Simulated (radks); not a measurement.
Polarisabilities and homonuclear dispersion coefficients (atomic units). Calculated with a radial shooting solver on a logarithmic mesh with Libxc functionals: scalar-relativistic Kohn-Sham, LB94 model potential, spin-unpolarised, spherical densities, finite nucleus; Fermi nuclear charge, rms radius of each element as measured or else 0.836 A^(1/3) + 0.57 fm. Response by self-consistent Sternheimer equations with the Hartree and adiabatic LDA kernel, the relativistic mass of each level held fixed and spin-orbit coupling left out. "Uncoupled" leaves out the induced potential. Quadrupole and octupole values are given only where no p, d or f shell is open.

species  configuration  alpha1 (bohr^3)  alpha1, uncoupled  alpha2 (bohr^5)  alpha3 (bohr^7)     C6     C8  recommended alpha1
Kr                [Kr]            16.93              26.31            96.73             1212  130.0   3970      16.78 +/- 0.02
Rb+               [Kr]            9.321              14.67            36.85            311.7  56.51   1229                   -
Sr2+              [Kr]            5.947              9.409            17.87            113.0  29.62  499.5                   -
Zr4+              [Kr]            3.025              4.800            6.004            24.60  10.94  125.1                   -
Nb5+              [Kr]            2.306              3.656            3.865            13.30  7.280  71.02                   -
Mo6+              [Kr]            1.809              2.864            2.605            7.677  5.045  42.64                   -
Tc7+              [Kr]            1.452              2.295            1.819            4.660  3.610  26.76                   -
Ru8+              [Kr]            1.187              1.871            1.308            2.946  2.651  17.40                   -

Recommended values: Schwerdtfeger and Nagle, table of static dipole polarisabilities (2023 update), measured or computed.
